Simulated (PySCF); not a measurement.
Telling isomers of C7H9N3 apart by NMR

Computational details: coordinates at the GFN2-xTB level, PBE0/pcSseg-1 with gauge-including orbitals, in PySCF 2.14 (fast rotation and ring inversion assumed for equivalent nuclei, one computed conformer, isolated molecule, non-relativistic).

δ = σ(ref) − σ, references computed at the same level: ¹H, ¹³C against TMS. Where no couplings were computed, multiplicities follow the n + 1 count of equivalent neighbours, and m marks all less simple cases (inequivalent or close neighbours, rings, F or P nearby). Shifts are as computed. Against solution values, carbons near 30 ppm lie about +3 ppm off and those near 130 ppm about +5 ppm. Of 1211 compounds with measured shifts, 218 miss one by over three times the rms of a fit or turn the order of signals round; such compounds aren't used in these exercises.

(1) Tabulate the signals of `C#Cc1nnn(CC)c1C`, `C=Cn1nncc1C1CC1`, `C#Cc1cnnn1C(C)C` and their relative energies.

(2) What is the quickest way to tell C#Cc1nnn(CC)c1C from C=Cn1nncc1C1CC1?

(3) What is the quickest way to tell C#Cc1nnn(CC)c1C from C#Cc1cnnn1C(C)C?

(4) What is the quickest way to tell C=Cn1nncc1C1CC1 from C#Cc1cnnn1C(C)C?

Answers

(1) 
```json
{"SMILES": "C#Cc1nnn(CC)c1C", "carbon types": "3×C 1×CH 1×CH2 2×CH3", "δC": "144.4, 133.8, 91.0, 79.6, 44.7, 18.5, 10.2", "δH": "4.36 (q, 2H), 2.99 (s, 1H), 2.50 (s, 3H), 1.40 (t, 3H)", "E rel. (kcal/mol)": "3.1"}
{"SMILES": "C=Cn1nncc1C1CC1", "carbon types": "1×C 3×CH 3×CH2", "δC": "147.8, 131.9, 130.4, 110.8, 15.7, 8.1", "δH": "7.25 (m, 1H), 7.08 (s, 1H), 7.05 (m, 1H), 5.40 (m, 1H), 1.58 (m, 1H), 1.24 (m, 2H), 0.78 (m, 2H)", "E rel. (kcal/mol)": "0.0"}
{"SMILES": "C#Cc1cnnn1C(C)C", "carbon types": "2×C 3×CH 2×CH3", "δC": "147.5, 122.8, 102.8, 77.0, 54.8, 23.6", "δH": "8.05 (s, 1H), 5.04 (sept, 1H), 3.73 (s, 1H), 1.77 (d, 6H)", "E rel. (kcal/mol)": "6.2"}
```

Energies are electronic energies at PBE0/pcSseg-1 on these geometries, without zero-point or thermal terms, each for the one conformer computed, which needn't be the lowest.

(2) Count the carbon signals: 7 against 6. The first has an alkyne carbon (C) at 79.6 ppm, the second a terminal =CH2 carbon at 110.8 ppm. Their most deshielded carbons lie at 144.4 and 147.8 ppm. In the proton spectra the most deshielded non-exchanging signals are 4.36 (q, 2H) and 7.25 (m, 1H).

(3) Count the carbon signals: 7 against 6. The first has an sp3 CH2 bonded to N at 44.7 ppm, the second an aromatic CH next to a ring nitrogen at 147.5 ppm. Their most deshielded carbons lie at 144.4 and 147.5 ppm. In the proton spectra the most deshielded non-exchanging signals are 4.36 (q, 2H) and 8.05 (s, 1H).

(4) Both give the same number of carbon signals, but DEPT or the intensities differ. The first has a terminal =CH2 carbon at 110.8 ppm, the second an alkyne carbon (C) at 77.0 ppm. Their most deshielded carbons lie at 147.8 and 147.5 ppm. In the proton spectra the most deshielded non-exchanging signals are 7.25 (m, 1H) and 8.05 (s, 1H).
